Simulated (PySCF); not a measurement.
## Magnetisability: SMILES FC1=CCC(F)=C1Cl, C$_{5}$H$_{3}$ClF$_{2}$

Molfile (atoms numbered from 1):
```
C5H3ClF2
     RDKit          3D

 11 11  0  0  0  0  0  0  0  0999 V2000
    2.2900   -1.1556    0.3313 F   0  0  0  0  0  0  0  0  0  0  0  0
    1.0940   -0.5968    0.1627 C   0  0  0  0  0  0  0  0  0  0  0  0
   -0.0859   -1.2288    0.1400 C   0  0  0  0  0  0  0  0  0  0  0  0
   -1.1634   -0.2181   -0.0742 C   0  0  0  0  0  0  0  0  0  0  0  0
   -0.3919    1.0561   -0.1645 C   0  0  0  0  0  0  0  0  0  0  0  0
   -1.0078    2.2227   -0.3589 F   0  0  0  0  0  0  0  0  0  0  0  0
    0.9286    0.8391   -0.0260 C   0  0  0  0  0  0  0  0  0  0  0  0
    2.2128    1.9672   -0.0534 Cl  0  0  0  0  0  0  0  0  0  0  0  0
   -0.2611   -2.2804    0.2539 H   0  0  0  0  0  0  0  0  0  0  0  0
   -1.8786   -0.1952    0.7510 H   0  0  0  0  0  0  0  0  0  0  0  0
   -1.7313   -0.4076   -0.9878 H   0  0  0  0  0  0  0  0  0  0  0  0
  1  2  1  0
  2  3  2  0
  3  4  1  0
  4  5  1  0
  5  6  1  0
  5  7  2  0
  7  8  1  0
  7  2  1  0
  3  9  1  0
  4 10  1  0
  4 11  1  0
M  END
```

Level of theory: PySCF 2.14.0, GIAO B3LYP/pcSseg-1 magnetisability, rotational g tensor and spin-rotation constants, non-relativistic, gas phase. Geometry: GFN2-xTB.

Question: What are the magnetisability and the molar susceptibility?

Answer: Isotropic -1175 × 10⁻³⁰ J/T², or -70.7 × 10⁻⁶ cm³/mol; principal values -1389, -1088, -1047 × 10⁻³⁰ J/T², anisotropy 323 × 10⁻³⁰ J/T² (root of half the summed squared differences of the principal values). The susceptibility is in cgs units.

Question: Split it along the inertial axes a, b, c into diamagnetic and paramagnetic parts about the centre of mass, with the quadrupole moment.

Answer: 
```
axis  χ (10⁻⁶ cm³/mol)  diamagnetic (10⁻⁶ cm³/mol)  paramagnetic (10⁻⁶ cm³/mol)  summed x² of all electrons (Å²)  quadrupole Θ (D Å)
   a             -63.9                      -658.0                        594.1                            143.1               -3.63
   b             -64.7                      -659.3                        594.6                            142.8               +4.37
   c             -83.6                     -1213.1                       1129.4                             12.3               -0.74
```
Anisotropies 2χaa − χbb − χcc = +20.6 and 2χbb − χaa − χcc = +18.1 × 10⁻⁶ cm³/mol. Θ is traceless in Buckingham's convention.

Question: And the rotational g tensor?

Answer: 
```tsv
axis	rotational constant (GHz)	g	nuclear part	electronic part
a	1.9748	-0.0225	0.5287	-0.5512
b	1.8870	-0.0249	0.5022	-0.5271
c	0.9707	-0.0028	0.5122	-0.5151
```
Asymmetric top; isotopes 12C, 35Cl, 19F, 1H; no vibrational averaging.
